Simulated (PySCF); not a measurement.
# Computed data sheet: `[SiH3]N(/C=C\C=C)[SiH3]`

C4H11NSi2.
SMILES with atom numbers: `[CH2:1]=[CH:2]/[CH:3]=[CH:4]\[N:5]([SiH3:6])[SiH3:7]` (hydrogens: H8, H9 on C1; H10 on C2; H11 on C3; H12 on C4; H13, H14, H15 on Si6; H16, H17, H18 on Si7)

Structure used (PBE0-D3(BJ)/def2-SVP), in Å, numbered top down from 1:
```xyz
18
C4H11NSi2 angstrom
C      2.5091   -1.3306   -1.4624
C      1.4865   -0.9359   -0.6877
C      1.3485    0.3916   -0.1227
C      0.3050    0.8723    0.5872
N     -0.9298    0.2556    0.8437
Si    -1.6226    0.5817    2.4315
Si    -1.7882   -0.6914   -0.3737
H      3.3101   -0.6395   -1.7433
H      2.5784   -2.3543   -1.8366
H      0.7196   -1.6755   -0.4303
H      2.1892    1.0769   -0.2670
H      0.4061    1.8774    1.0206
H     -3.0296    0.0905    2.4223
H     -1.5760    2.0544    2.6872
H     -0.8635   -0.1039    3.5205
H     -1.3682   -0.2079   -1.7181
H     -3.2487   -0.4716   -0.1549
H     -1.5389   -2.1636   -0.2806
```

Structural features include: C=C double bond and Si–H bond.

PBE0-D3(BJ)/def2-SVP geometry optimisation, gas phase (PySCF):

```yaml
Point_group: C1
Rotational_constants_A_B_C: 2.959, 0.992, 0.804 GHz
```

**CAM-B3LYP/def2-SVPD ground state, ΔSCF and vertical TDDFT (core frozen in the response) (PySCF)**

```yaml
Dipole_moment: 0.58 D
HOMO_energy: -7.28 eV
LUMO_energy: 0.16 eV
HOMO–LUMO_gap: 7.44 eV
Lowest_singlet_excitation: 4.90 eV (253 nm, f = 0.531)
Strongest_line_among_the_10_lowest_singlet_transitions: S1 at 4.90 eV (253 nm, f = 0.531)
Lowest_triplet_excitation_Tamm–Dancoff: 2.90 eV
Static_isotropic_polarisability: 119.1 au
Vertical_ionisation_energy: 7.83 eV
Electronic_spatial_extent_⟨r²⟩_about_the_centre_of_nuclear_charge: 1496 bohr²
```

From PBE0/pcSseg-1 ground state and GIAO shieldings, non-relativistic (PySCF):

```yaml
Lowest_Hirshfeld_atomic_charge: -0.24 e on N5
Highest_Hirshfeld_atomic_charge: +0.35 e on Si6/Si7
13C_chemical_shifts_computed_TMS_as_zero_by_class: 144.0 (C4), 139.3 (C2), 123.4 (C3), 120.8 (C1) ppm
1H_chemical_shifts_computed_TMS_as_zero_by_class: 6.89 (H10), 5.83 (H12), 5.48 (H11), 5.28 (H9), 5.27 (H8), 4.79 (H13/H14/H15/H16/H17/H18) ppm
Isotropic_shieldings_of_nuclei_other_than_C_and_H_by_class: 211 (N5), 392 (Si6/Si7) ppm
Mayer_bond_orders_between_heavy_atoms: C1–C2 1.91, C2–C3 1.09, C3–C4 1.82, C4–N5 0.98, N5–Si6 0.89, N5–Si7 0.86
```

Monoisotopic mass (most abundant isotopes): 129.0430 u.

The rotational constants make it an asymmetric top with κ = (2B − A − C)/(A − C) = -0.83, nearer the prolate limit (−1). The principal polarisabilities are 86.3, 104.3 and 166.7 au; their mean is the isotropic value. The ΔSCF ionisation energy exceeds −ε(HOMO) by 0.55 eV with CAM-B3LYP.

 NMR classes are plain means over equivalent atoms (diastereotopic ones count apart unless rotation or inversion swaps them), as if these changed places fast; in this geometry the members of some classes differ.

For the geometry optimisation (PBE0-D3(BJ)/def2-SVP), time: 2.2 min wall. Hardware: Arm Neoverse V1, one thread (shared host).

One conformer stands for the species.
